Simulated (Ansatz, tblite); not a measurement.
Removing an electron: SeBr₂. Total charge 0; singlet. Geometry: PBE-D4/def2-TZVP. Ansatz, gas phase; energy differences of separate SCF runs; the oxidised species was run as a doublet alone.

```xyz
3

Se   -0.8267    0.4797   -0.0942
Br   -0.0044   -0.6165    1.7951
Br    0.8311    0.1368   -1.7009
```

The xTB rows come from tblite.

Question: Estimate orbital energies and vertical ionisation energies at: GFN1-xTB; GFN2-xTB; PBE-D4/def2-TZVP; r2SCAN-D4/def2-TZVP; PBE0-D4/def2-TZVP.

Answer: 
```tsv
level	−HOMO (eV)	vertical IE (eV)	−LUMO (eV)	HOMO–LUMO gap (eV)
GFN1-xTB	10.59	15.05	8.23	2.35
GFN2-xTB	11.27	14.33	8.88	2.39
PBE-D4/def2-TZVP	5.73	8.71	4.01	1.72
r2SCAN-D4/def2-TZVP	6.01	8.89	3.97	2.03
PBE0-D4/def2-TZVP	6.95	9.02	3.20	3.74
```

Relaxing the oxidised species (PBE-D4/def2-TZVP) changes its energy by -0.08 eV at PBE-D4/def2-TZVP, so the adiabatic ionisation energy to this nearest minimum is 8.63 eV. At PBE0-D4/def2-TZVP it is 8.87 eV.   Raw xTB energy differences between charge states are shifted by several eV; the methods need an empirical correction for them.
